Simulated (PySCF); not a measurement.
[Ti(SH)4], neutral singlet in the gas phase. 

Z-matrix (Å, degrees):
```
Ti
S 1 2.2764
H 2 1.3712 1 86.37
S 1 2.2766 2 108.43 3 71.70
H 4 1.3712 1 86.45 2 167.67
S 1 2.2767 2 108.45 3 -167.38
H 6 1.3711 1 86.28 2 -72.13
S 1 2.2769 2 111.21 3 -47.79
H 8 1.3711 1 86.32 2 -47.88
```
Charge 0, spin multiplicity 1.

All levels are single points at this geometry (BP86-D3(BJ)/def2-SVP); Pople sets use spherical d functions. Orbital energies aren't observables, and empty levels follow the basis.

B3LYP/LANL2DZ in PySCF gives HOMO (eV) = -7.98.

Estimate the HOMO (eV) from each of these levels: PBE-D3(BJ)/def2-TZVP in PySCF; TPSSh-D3(BJ)/def2-TZVP in PySCF; B3LYP/3-21G in PySCF; B3LYP/6-311+G** (LANL2DZ on Ti) in PySCF; HF/STO-3G in PySCF.


```csv
level,HOMO (eV)
PBE-D3(BJ)/def2-TZVP in PySCF,-6.72
TPSSh-D3(BJ)/def2-TZVP in PySCF,-7.28
B3LYP/3-21G in PySCF,-8.06
B3LYP/6-311+G** (LANL2DZ on Ti) in PySCF,-7.73
HF/STO-3G in PySCF,-7.47
```
